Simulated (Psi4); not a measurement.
CH$_{5}$AlO$_{2}$, charge -1, doublet, at a GFN2-xTB geometry (such geometries of metal compounds can be far from the true shape) (a state made from the parent by changing its charge; the spin is typed, not shown lowest) (a gas-phase anion, which may not be bound at this level), with bond 4-2 at 1.6 times its length.

Here is a job for Psi4.
```
memory 2 GB

molecule {
-1 2
Al    0.12275658    0.12200744    0.01280545
C    -1.50228708   -1.32234747   -0.14414553
H    -1.22297562   -2.23100500   -0.69630487
H    -2.90051894   -0.66088576   -0.97385214
H    -1.86260005   -1.66121223    0.83696940
O    -0.10742378    1.64132773   -0.79296921
H    -0.29817070    2.45464332   -1.25963371
O     1.48168852   -0.44853663    0.92350656
H     2.18369721   -0.84783287    1.43578504
}

set {
  basis 3-21g
  reference uks
}

energy('svwn')
print_variables()
```

### Question
What does this run give for the total energy, nuclear repulsion energy, <S^2>, number of basis functions?

### Answer

```
Item                              Value
-------------------------  ------------
total energy               -429.8259 Eh
nuclear repulsion energy    148.8333 Eh
<S^2>                             0.751
number of basis functions            50
```

A gas-phase anion may not be bound at this level; its values then depend on the basis.

These values belong to the state on which the SCF converged, which isn't shown to be the lowest.
